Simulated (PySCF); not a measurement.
**Electron correlation in Ba (barium, neutral)**

[Xe] 6s1 6p1, high-spin 3P determinant (an excited configuration). Computed with PySCF 2.14 in aug-cc-pwCVTZ-X2C (11s10p8d4f, 109 functions), with scalar relativity by spin-free X2C-1e. Frozen: [Xe]; 2 electrons correlated.

With two correlated electrons CCSD is exact within the correlated space (frozen core and kept virtual orbitals).

```
level  correlation energy (mhartree)
 CCSD                          -3.59
```

Diagnostics: T1 = 0.021, D1 = 0.0397, largest double amplitude 0.088.

Spin-orbit coupling, absent here, splits the open shell strongly.

Cost of the coupled-cluster step: of the order of 14 core-seconds, for 2 correlated electrons.
